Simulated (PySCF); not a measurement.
Isomers of C6H12O, mass 100.089 u with the commonest isotopes. The calculation used PBE0/pcSseg-1 in PySCF (dipole) on a GFN2-xTB geometry, gas phase. One conformer each, none proved a minimum here; rigid rotors.

Problem. Order these by rotational constant C, smallest first.
A. `[CH2:1]=[C:2]([O:3][CH3:4])[CH:5]([CH3:6])[CH3:7]` with C1–C2–O3–C4 0°, C1–C2–C5–C6 119°
B. `[CH3:1][O:2][CH:3]1[CH2:4][CH2:5][CH2:6][CH2:7]1` with C1–O2–C3–C4 73°, O2–C3–C4–C5 135°, C3–C4–C5–C6 -36°, C4–C5–C6–C7 42°, C5–C6–C7–C3 -32°
C. `[OH:1][CH2:2][CH:3]1[CH2:4][CH2:5][CH2:6][CH2:7]1` with H–O1–C2–C3 -55°, O1–C2–C3–C4 -60°, C2–C3–C4–C5 -156°, C3–C4–C5–C6 42°, C4–C5–C6–C7 -35°, C5–C6–C7–C3 14°

Solution. C (1420 MHz), B (1535 MHz), A (1690 MHz).

Problem. Order these by radius of gyration √(Σ m r²/M), smallest first.
A. `[CH2:1]=[C:2]([O:3][CH3:4])[CH:5]([CH3:6])[CH3:7]` with C1–C2–O3–C4 0°, C1–C2–C5–C6 119° (2-methoxy-3-methyl-1-butene)
B. `[CH2:1]=[CH:2][O:3][C@H:4]([CH3:5])[CH2:6][CH3:7]` with C1–C2–O3–C4 1°, C2–O3–C4–C5 -82°, O3–C4–C6–C7 -65°
C. `[OH:1][CH2:2][CH:3]1[CH2:4][CH2:5][CH2:6][CH2:7]1` with H–O1–C2–C3 -55°, O1–C2–C3–C4 -60°, C2–C3–C4–C5 -156°, C3–C4–C5–C6 42°, C4–C5–C6–C7 -35°, C5–C6–C7–C3 14°

Solution. A (1.882 Å), C (1.926 Å), B (1.962 Å).

Problem. Order these by dipole moment, smallest first.
A. `[OH:1][CH2:2][CH:3]1[CH2:4][CH2:5][CH2:6][CH2:7]1` with H–O1–C2–C3 -55°, O1–C2–C3–C4 -60°, C2–C3–C4–C5 -156°, C3–C4–C5–C6 42°, C4–C5–C6–C7 -35°, C5–C6–C7–C3 14°
B. `[CH3:1][O:2][CH:3]1[CH2:4][CH2:5][CH2:6][CH2:7]1` with C1–O2–C3–C4 73°, O2–C3–C4–C5 135°, C3–C4–C5–C6 -36°, C4–C5–C6–C7 42°, C5–C6–C7–C3 -32°
C. `[CH2:1]=[CH:2][O:3][C@H:4]([CH3:5])[CH2:6][CH3:7]` with C1–C2–O3–C4 1°, C2–O3–C4–C5 -82°, O3–C4–C6–C7 -65°
D. `[CH2:1]=[C:2]([O:3][CH3:4])[CH:5]([CH3:6])[CH3:7]` with C1–C2–O3–C4 0°, C1–C2–C5–C6 119° (2-methoxy-3-methyl-1-butene)

Solution. D (0.77 D), C (0.97 D), B (1.19 D), A (1.70 D).

```
        SMILES  point group  Ia (u·Å²)  Ib (u·Å²)  Ic (u·Å²)      κ  μa (D)  μb (D)  μc (D)
  C=C(OC)C(C)C           Cs     132.15     277.87     299.07  -0.88    0.77    0.06    0.00
     COC1CCCC1           C1      91.77     275.16     329.15  -0.85    0.05    0.95    0.72
     OCC1CCCC1           C1      91.21     295.68     355.78  -0.86    1.02    0.59    1.23
C=CO[C@H](C)CC           C1     129.54     282.25     358.56  -0.69    0.46    0.62    0.59
```
